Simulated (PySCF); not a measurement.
# Ionisation energy of Sn⁴⁵⁺ by level of theory

Sn⁴⁵⁺ [He] 2s2 2p1 (2P) → Sn⁴⁶⁺ [He] 2s2 (1S), as a difference of total energies. All numbers are calculated (PySCF 2.14, scalar relativity by spin-free X2C-1e, in an even-tempered Gaussian basis (19 s from 20 bohr⁻², ratio 2.2; 12 p from 26 bohr⁻², ratio 2.2; 5 d from 99 bohr⁻², ratio 2.4; 5 f from 150 bohr⁻², ratio 2.4; 4 g from 220 bohr⁻², ratio 2.4)). Correlated levels: nothing frozen; virtual orbitals above 40 to 60 times the deepest correlated orbital energy dropped. The calculations carry no spin-orbit coupling.

| method | ionisation energy (eV) |
| --- | --- |
| UHF | 7619.6 |
| LDA | 7613.4 |
| PBE | 7620.9 |
| PBE0 | 7620.7 |
| r2SCAN | 7623.0 |
| PW91 | 7622.2 |
| M06 | 7619.8 |
| MP2 (all electrons) | 7618.9 |
| SCS-MP2 (all electrons) | 7618.5 |

A first-order spin-orbit estimate (lowest level to lowest level, LS coupling) adds 166.2 eV.

For this ion Breit and QED terms and the two-electron picture change, all absent here, outweigh the differences among the correlated methods.

For comparison: 7790 ± 4 eV (theoretical estimate listed by NIST; NIST Atomic Spectra Database, ionization energies).
